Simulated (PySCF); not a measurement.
A structure optimised at B3LYP-D3(BJ)/def2-SVP, used in a PySCF frequency run:

```xyz
7

W      0.0097    -0.5183     0.0000
N      0.8931    -1.0041     1.4296
H      1.6720    -1.4091     1.9435
N      0.8931    -1.0041    -1.4296
H      1.6720    -1.4091    -1.9435
F     -1.6545    -1.4020     0.0000
Br    -0.0477     1.9386     0.0000
```

**Question.** Write its SMILES, formula and point group.

**Answer.** [NH]=[W](=[NH])([F])[Br], BrFH₂N₂W, Cs

**Question.** What are its rotational constants (standard atomic weights)?

**Answer.** 3.4885, 1.0437, 1.0121 GHz
